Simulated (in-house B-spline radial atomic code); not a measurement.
Inner levels of erbium as electrons are removed. A shift is the extra binding of the orbital against the neutral atom ([Xe] 4f12 6s2). The density at the nucleus is averaged over the nuclear charge. Computed with a radial B-spline atomic code at the basis-set limit: Dirac-Hartree-Fock, average of the configuration, finite nuclei.

| ion | configuration | shift of 2p3/2 (eV) | shift of 2s1/2 (eV) | shift of 3s1/2 (eV) | radius of 2p3/2 (bohr) | radius of 2s1/2 (bohr) | radius of 3s1/2 (bohr) | Σ<r²> (bohr²) | change of density at nucleus (bohr⁻³) |
| --- | --- | --- | --- | --- | --- | --- | --- | --- | --- |
| Er35+ | [Ar] 3d10 4s2 4p3 | 1452.68 | 1451.56 | 1389.34 | 0.078658 | 0.085706 | 0.22106 | 2.1593 | 1681.13 |
| Er36+ | [Ar] 3d10 4s2 4p2 | 1522.09 | 1520.71 | 1451.33 | 0.07864 | 0.085687 | 0.22082 | 1.903 | 1829.21 |
| Er37+ | [Ar] 3d10 4s2 4p1 | 1592.39 | 1590.73 | 1513.98 | 0.078622 | 0.085667 | 0.22057 | 1.6529 | 1979.66 |
| Er38+ | [Ar] 3d10 4s2 | 1663.58 | 1661.64 | 1577.28 | 0.078602 | 0.085646 | 0.22032 | 1.4087 | 2132.48 |
| Er39+ | [Ar] 3d10 4s1 | ? | ? | ? | ? | ? | ? | ? | ? |
| Er40+ | [Ar] 3d10 | 1808.99 | 1804.2 | 1703.92 | 0.078563 | 0.085635 | 0.22017 | 0.95647 | -4414.6 |
| Er41+ | [Ar] 3d9 | ? | ? | ? | ? | ? | ? | ? | ? |
| Er42+ | [Ar] 3d8 | 2089.23 | 2083.5 | 1915.85 | 0.078413 | 0.085514 | 0.21788 | 0.84138 | -3631.5 |
| Er43+ | [Ar] 3d7 | 2232.54 | 2226.27 | 2023.6 | 0.078334 | 0.08545 | 0.21674 | 0.78673 | -3225.73 |

(1) Fill in the row of Er39+.

(2) Fill in the row of Er41+.

Answers

(1) shift of 2p3/2 (eV): 1735.88; shift of 2s1/2 (eV): 1732.53; shift of 3s1/2 (eV): 1640.31; radius of 2p3/2 (bohr): 0.078583; radius of 2s1/2 (bohr): 0.085642; radius of 3s1/2 (bohr): 0.22036; Σ<r²> (bohr²): 1.1801; change of density at nucleus (bohr⁻³): -1093.43.

(2) shift of 2p3/2 (eV): 1948.05; shift of 2s1/2 (eV): 1942.81; shift of 3s1/2 (eV): 1809.29; radius of 2p3/2 (bohr): 0.078489; radius of 2s1/2 (bohr): 0.085576; radius of 3s1/2 (bohr): 0.21903; Σ<r²> (bohr²): 0.89793; change of density at nucleus (bohr⁻³): -4027.77.
